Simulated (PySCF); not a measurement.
Cl4V (SMILES [Cl][V]([Cl])([Cl])[Cl]), doublet, at a GFN2-xTB geometry (such geometries of metal compounds can be far from the true shape); DF-HF/pcseg-1 (PySCF).

Here is a job for PySCF.
```python
from pyscf import gto, scf

mol = gto.M(
    atom='''
V     0.000000    0.000000    0.000000
Cl    1.686409   -0.390500   -1.074302
Cl    0.631816    0.306880    1.912386
Cl   -0.909466    1.550367   -0.959074
Cl   -1.408760   -1.466747    0.120989
''',
    basis='pcseg-1',
    charge=0,
    spin=1,
    verbose=4,
)

mf = scf.UHF(mol)
mf = mf.density_fit(auxbasis='def2-universal-jkfit')
mf.kernel()
mf.analyze()
```

It wrote (shortened):

```
PySCF version 2.14.0

[INPUT] verbose = 4
[INPUT] num. atoms = 5
[INPUT] num. electrons = 91
[INPUT] charge = 0
[INPUT] spin (= nelec alpha-beta = 2S) = 1
[INPUT] symmetry False subgroup None
[INPUT] Mole.unit = angstrom
[INPUT] Symbol           X                Y                Z      unit          X                Y                Z       unit  Magmom
[...]
nuclear repulsion = 682.542134384298
number of shells = 16
number of NR pGTOs = 257
number of NR cGTOs = 103
basis = pcseg-1
ecp = {}

******** <class 'pyscf.df.df_jk.DFUHF'> ********
method = DFUHF
initial guess = minao
damping factor = 0
level_shift factor = 0
DIIS = <class 'pyscf.scf.diis.CDIIS'>
diis_start_cycle = 1
diis_space = 8
diis_damp = 0
SCF conv_tol = 1e-09
SCF conv_tol_grad = None
SCF max_cycles = 50
direct_scf = False
number electrons alpha = 46  beta = 45
Set gradient conv threshold to 3.16228e-05
******** <class 'pyscf.df.df.DF'> ********
auxbasis = def2-universal-jkfit
init E= -2781.10472482715

cycle= 1 E= -2780.4542754407  delta_E= 0.65  |g|= 0.628  |ddm|= 2.33
cycle= 2 E= -2779.68048221489  delta_E= 0.774  |g|= 1.59  |ddm|= 2.01
cycle= 3 E= -2780.68935546043  delta_E= -1.01  |g|= 0.0937  |ddm|= 1.25
cycle= 4 E= -2780.69754908952  delta_E= -0.00819  |g|= 0.033  |ddm|= 0.194
cycle= 5 E= -2780.69858363298  delta_E= -0.00103  |g|= 0.00871  |ddm|= 0.0602
cycle= 6 E= -2780.69878274571  delta_E= -0.000199  |g|= 0.0053  |ddm|= 0.0263
cycle= 7 E= -2780.69889974035  delta_E= -0.000117  |g|= 0.00342  |ddm|= 0.023
cycle= 8 E= -2780.69897007001  delta_E= -7.03e-05  |g|= 0.00152  |ddm|= 0.0269
cycle= 9 E= -2780.69898155075  delta_E= -1.15e-05  |g|= 0.000737  |ddm|= 0.0107
cycle= 10 E= -2780.69898407946  delta_E= -2.53e-06  |g|= 0.00024  |ddm|= 0.00564
cycle= 11 E= -2780.69898423839  delta_E= -1.59e-07  |g|= 6.97e-05  |ddm|= 0.00121
cycle= 12 E= -2780.69898425407  delta_E= -1.57e-08  |g|= 2.44e-05  |ddm|= 0.000381
cycle= 13 E= -2780.69898425548  delta_E= -1.41e-09  |g|= 1.16e-05  |ddm|= 8.19e-05
cycle= 14 E= -2780.69898425586  delta_E= -3.81e-10  |g|= 5.14e-06  |ddm|= 4.54e-05
Extra cycle  E= -2780.69898425592  delta_E= -5.28e-11  |g|= 4.06e-06  |ddm|= 1.23e-05
converged SCF energy = -2780.69898425592  <S^2> = 0.77339492  2S+1 = 2.0232597
**** SCF Summaries ****
Total Energy =                       -2780.698984255917367
Nuclear Repulsion Energy =             682.542134384298492
One-electron Energy =                -5193.866803186057041
Two-electron Energy =                 1730.625684545841068
[...]
spin_pop of  2 Cl 3px      -0.01245
spin_pop of  2 Cl 3py       0.02303
spin_pop of  2 Cl 3pz      -0.03820
spin_pop of  2 Cl 4px       0.00020
spin_pop of  2 Cl 4py       0.00114
spin_pop of  2 Cl 4pz       0.00001
spin_pop of  2 Cl 3dxy     -0.00006
spin_pop of  2 Cl 3dyz     -0.00071
spin_pop of  2 Cl 3dz^2     0.00042
spin_pop of  2 Cl 3dxz      0.00007
spin_pop of  2 Cl 3dx2-y2   -0.00001
spin_pop of  3 Cl 1s        0.00000
spin_pop of  3 Cl 2s        0.00000
spin_pop of  3 Cl 3s       -0.00008
spin_pop of  3 Cl 4s        0.00007
spin_pop of  3 Cl 2px      -0.00000
spin_pop of  3 Cl 2py      -0.00000
spin_pop of  3 Cl 2pz       0.00000
spin_pop of  3 Cl 3px      -0.01975
spin_pop of  3 Cl 3py      -0.01634
spin_pop of  3 Cl 3pz       0.00846
spin_pop of  3 Cl 4px       0.00009
spin_pop of  3 Cl 4py       0.00051
spin_pop of  3 Cl 4pz       0.00075
spin_pop of  3 Cl 3dxy      0.00013
spin_pop of  3 Cl 3dyz      0.00028
spin_pop of  3 Cl 3dz^2    -0.00043
spin_pop of  3 Cl 3dxz     -0.00008
spin_pop of  3 Cl 3dx2-y2   -0.00018
spin_pop of  4 Cl 1s        0.00000
spin_pop of  4 Cl 2s        0.00000
spin_pop of  4 Cl 3s       -0.00008
spin_pop of  4 Cl 4s        0.00007
spin_pop of  4 Cl 2px      -0.00000
spin_pop of  4 Cl 2py      -0.00000
spin_pop of  4 Cl 2pz      -0.00000
spin_pop of  4 Cl 3px      -0.01300
spin_pop of  4 Cl 3py      -0.01346
spin_pop of  4 Cl 3pz      -0.00116
spin_pop of  4 Cl 4px       0.00034
spin_pop of  4 Cl 4py       0.00055
spin_pop of  4 Cl 4pz       0.00046
spin_pop of  4 Cl 3dxy      0.00045
spin_pop of  4 Cl 3dyz     -0.00006
spin_pop of  4 Cl 3dz^2     0.00010
spin_pop of  4 Cl 3dxz     -0.00018
spin_pop of  4 Cl 3dx2-y2   -0.00060
 ** Mulliken Spin Density (per atom)  **
spin density of  0 V =      1.10628
spin density of  1 Cl =     -0.02657
spin density of  2 Cl =     -0.02657
spin density of  3 Cl =     -0.02657
spin density of  4 Cl =     -0.02657
 ** Mulliken pop alpha/beta on meta-lowdin orthogonal AOs **
 ** Mulliken pop       alpha | beta **
In total            46.00000 | 45.00000
 ** Mulliken atomic charges   ( Nelec_alpha | Nelec_beta ) **
charge of  0V =      1.32327  (    11.39151     10.28522 )
charge of  1Cl =     -0.33082  (     8.65212      8.67869 )
charge of  2Cl =     -0.33082  (     8.65212      8.67869 )
charge of  3Cl =     -0.33082  (     8.65212      8.67869 )
charge of  4Cl =     -0.33082  (     8.65212      8.67869 )
Dipole moment(X, Y, Z, Debye):  0.00000,  0.00000,  0.00001
```
